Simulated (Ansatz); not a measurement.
Mulliken charges of `O=[CH][SnH3]` from PBE/def2-TZVPP in Ansatz (PBE0-D4/def2-TZVP geometry).

```tsv
atom	x (Å)	y (Å)	z (Å)	charge (e)
O1	-0.836	-1.658	1.209	-0.175
C2	-0.387	-1.270	0.170	-0.038
Sn3	0.269	0.821	-0.121	0.474
H4	-0.288	-1.975	-0.690	0.056
H5	-0.625	1.512	-1.402	-0.107
H6	0.005	1.670	1.329	-0.103
H7	1.924	0.832	-0.541	-0.107
```

Task: By hand: the dipole of these point charges (1 e Å = 4.8032 D).

Result: Σ q r = (0.133, 0.194, -0.243) e Å, of length 0.338 e Å = 1.62 D.

Task: How does the dipole of the full density compare? (An estimate is asked.)

Result: Ansatz gave: (0.131, 0.094, -0.318) e Å, 1.71 D; the point charges give 0.95 times that, at 21° from its direction.

Point charges leave out the atoms' own dipoles, such as those of lone pairs, and Mulliken's split depends on the basis, so the two needn't agree.
